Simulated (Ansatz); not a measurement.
Mulliken charges of FH₂InS₂ (`[F][In]([SH])[SH]`) from B3LYP/def2-TZVPP in Ansatz (PBE0-D4/def2-TZVP geometry).

| atom | x (Å) | y (Å) | z (Å) | charge (e) |
| --- | --- | --- | --- | --- |
| F1 | -1.446 | 1.088 | 0.430 | -0.485 |
| In2 | 0.070 | -0.053 | -0.021 | 0.879 |
| S3 | 2.095 | 0.598 | 0.991 | -0.328 |
| S4 | -0.461 | -1.827 | -1.476 | -0.328 |
| H5 | 1.490 | 1.634 | 1.601 | 0.131 |
| H6 | -1.749 | -1.439 | -1.525 | 0.131 |

Q: By hand: the dipole of these point charges (1 e Å = 4.8032 D).

A: Σ q r = (0.193, -0.146, -0.058) e Å, of length 0.249 e Å = 1.20 D.

Q: How does the dipole of the full density compare? (Estimate.)

A: Computed: (0.161, -0.122, -0.048) e Å, 1.00 D; the point charges give 1.20 times that, at 0° from its direction.

Point charges leave out the atoms' own dipoles, such as those of lone pairs, and Mulliken's split depends on the basis, so the two needn't agree.

B3LYP here is the variant with VWN-RPA as its local correlation; programs differ in this.
